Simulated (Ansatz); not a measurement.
Geometry optimisation, RKS revPBE/def2-SVP (Ansatz).

The input (input.yaml):

```yaml
crystal:
  periodic: [false, false, false]
  atoms:
    - { symbol: B, position_ang: [0.0, 0.0, 0.0] }
    - { symbol: F, position_ang: [0.0, 0.0, 1.67] }
    - { symbol: Cl, position_ang: [1.6108, 0.0, -0.93] }
    - { symbol: "N", position_ang: [-1.3423, 0.0, -0.775] }
    - { symbol: H, position_ang: [-2.0112, -0.8164, -0.6764] }
    - { symbol: H, position_ang: [-1.5914, 0.8164, -1.4036] }
    - { symbol: Cl, position_ang: [0.0968, 2.0475, 0.6811] }
    - { symbol: H, position_ang: [0.0504, 1.0668, 1.6505] }
basis:
  gaussian: { orbitals: def2-SVP }
hamiltonian:
  xc: revpbe
relax:
  f_tol: 0.15
  max_steps: 25
  restrain:
    - { distance: [0, 6], at: 1.86, k: 30.0 }
    - { distance: [7, 1], at: 0.92, k: 30.0 }
    - { distance: [0, 1], at: 2.52, k: 30.0 }
    - { distance: [7, 6], at: 2.57, k: 30.0 }
```

Command:

```bash
$ ansatz run input.yaml --threads 2 --pin off --max-ram 3072MiB --backend cpu --events-out ev --progress --plain --runs-dir out
```

Task: Where does it end, and by what steps?

Result: The run converged. The restraints hold the end off the free minimum. After 9 steps the energy has fallen by 2.883 eV (the restraints' own energy left out); H6 moved furthest, 0.84 Å. Parted: Cl7–H8 (1.38 → 2.57 Å).

```
step  energy less start (eV)  largest force component (eV/Å)  accepted
   0                  0.0000                           6.201       yes
   1                 -1.0594                           2.705       yes
   2                 -1.5141                           2.378       yes
   3                 -1.9136                           1.442       yes
   4                 -2.3024                           1.468       yes
   5                 -2.5754                           1.626       yes
   6                 -2.7058                           1.083       yes
   7                 -2.7920                           1.408       yes
   8                 -2.8777                           0.577       yes
   9                 -2.8835                           0.570       yes
```

```xyz
8
Properties=species:S:1:pos:R:3
B 0.000 0.543 -0.462
F -0.162 -0.049 1.994
Cl 1.455 -0.446 -0.709
N -1.270 0.107 -0.860
H -1.445 -0.849 -1.167
H -2.104 0.682 -0.753
Cl 0.201 2.305 0.040
H 0.138 0.822 2.134
```

The run took 7.1 s on 2 threads of AMD EPYC 9R45 96-Core Processor (Zen 5) (shared host), peak memory 0.16 GiB.
